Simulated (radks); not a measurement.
Task: These are the eigenvalues of the occupied orbitals of an atom or ion with whole-number occupations (hartree). Calculated with a radial shooting solver on a logarithmic mesh with Libxc functionals: scalar-relativistic Kohn-Sham, RPBE, spin-polarised, spherical densities, finite nucleus; Fermi nuclear charge, rms radius of each element as measured or else 0.836 A^(1/3) + 0.57 fm.

1s down: -2476.596
1s up: -2476.595
2s up: -426.8294
2s down: -426.8274
2p up: -374.2953
2p down: -374.2937
3s up: -98.97890
3s down: -98.97857
3p up: -83.34712
3p down: -83.34670
3d up: -65.09621
3d down: -65.09506
4s up: -21.41883
4s down: -21.41743
4p up: -16.29051
4p down: -16.28927
4d up: -9.72131
4d down: -9.71980
5s up: -4.22928
5s down: -4.20845
5p up: -2.97415
5p down: -2.94580
4f up: -2.46043
4f down: -2.45584
5d up: -1.52486

Which element is it, and in what charge state? The configuration may be excited. Open shells, if any, are filled with parallel spins first.

Result: Z = 73, tantalum, charge +4: Ta4+ in [Xe] 4f14 5d1. The list shows which subshells hold electrons but not how many an open one holds; the 1s level, -2476.6 hartree, gives Z - s = 70.4 by -(Z - s)^2/2, which with screening and relativity narrows Z to a few neighbours, and the depths of the outer levels then fix element, charge and occupations together.
